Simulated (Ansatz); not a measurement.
The Sb1–H2 bond of ClH2Sb (SMILES [Cl][SbH2]) is stretched (multiplicity 1, the rest rigid).
Geometry at rest (charge 0, multiplicity 1):
```xyz
4

Sb    -0.336    -0.343     0.319
H      0.000    -1.701    -0.679
H     -1.719     0.025    -0.632
Cl     1.108     1.128    -0.879
```

Cores are frozen in the correlated methods. Filled d and f shells under p-block atoms count as core.

Programs: Ansatz (an electronic-structure program) with Gaussian orbitals. Values without a source in brackets are computed. In def2 rows elements past Kr take small-core potentials, without spin–orbit coupling.

FIC-MRCISD+Q on CASSCF(2,2)/def2-TZVPP, total energies (hartree):

```csv
R (Å),CASSCF,MRCISD,weight c² of the reference
1.719,-699.974454,-700.278797,0.88657
3.007,-699.894995,-700.191208,0.88623
5.499,-699.879211,-700.173276,0.88684
```

Question: Add the Davidson correction (E_MRCISD − E_CASSCF)(1 − c²)/c² and give the energies above the first point at the three levels.

Answer: 
Corrections (hartree): -0.038939, -0.038026, -0.037521. Above the first point (kcal/mol):
- R = 3.007 Å: CASSCF 49.9, MRCISD 55.0, with the correction 55.5
- R = 5.499 Å: CASSCF 59.8, MRCISD 66.2, with the correction 67.1
